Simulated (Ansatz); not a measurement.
`[O][GeH2][Cl]` radical. The species carries charge 0 and has multiplicity 2. All single points use the PBE0-D4/def2-TZVP geometry.

```xyz
5

O    -0.527    1.280    1.080
Ge   -0.099    0.007   -0.090
Cl    1.719   -0.973    0.484
H     0.138    0.710   -1.429
H    -1.232   -1.023   -0.045
```

Q: What is the dipole moment at PBE/def2-TZVPP? (An estimate is asked.)

A: Ansatz gave: 2.23 D, with components (-1.02, -0.68, -1.86) D in this frame, pointing from negative to positive charge.

Q: And with r2SCAN, B3LYP, ωB97M-V? (Estimate.)

A: Computed: r2SCAN 2.17 D, B3LYP 2.19 D, ωB97M-V 2.16 D.

Q: Give the Mulliken charges with PBE, ωB97M-V, B3LYP in def2-TZVPP. (Best estimate.)

A: Ansatz gave: 
| atom | PBE | ωB97M-V | B3LYP |
| --- | --- | --- | --- |
| O1 | -0.29 | -0.31 | -0.31 |
| Ge2 | 0.51 | 0.50 | 0.55 |
| Cl3 | -0.27 | -0.27 | -0.29 |
| H4 | 0.03 | 0.04 | 0.03 |
| H5 | 0.03 | 0.04 | 0.03 |

B3LYP here is the variant with VWN-RPA as its local correlation; programs differ in this.
